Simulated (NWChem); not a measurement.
System: SeIF; SMILES F[Se]I

Input file for NWChem:

```
start job
memory heap 200 mb stack 900 mb global 1100 mb
geometry units angstroms noautoz
  Se    -0.381545     1.299769     0.000000
  F      1.290960     1.935855     0.000000
  I      0.025968    -1.198765     0.000000
end
basis spherical
  Se library def2-svp
  F library def2-svp
  I library def2-svp
end
ecp
  I library def2-ecp
end
dft
  xc m06
  iterations 150
  mulliken
end
task dft energy
```

Geometry: optimised at PBE-D3(BJ)/def2-SVP. def2 effective core potentials on I; no spin-orbit coupling.

**Question.** Give the results of this calculation. (M06/def2-SVP with def2 effective core potentials on I.) Quantities: energy (Ha); highest occupied level (eV); orbital gap (eV); dipole (D).

**Answer.** 
```
Property                        Value
---------------------------  --------
energy (Ha)                  -2798.66
highest occupied level (eV)     -6.89
orbital gap (eV)                 3.97
dipole (D)                       1.98
```
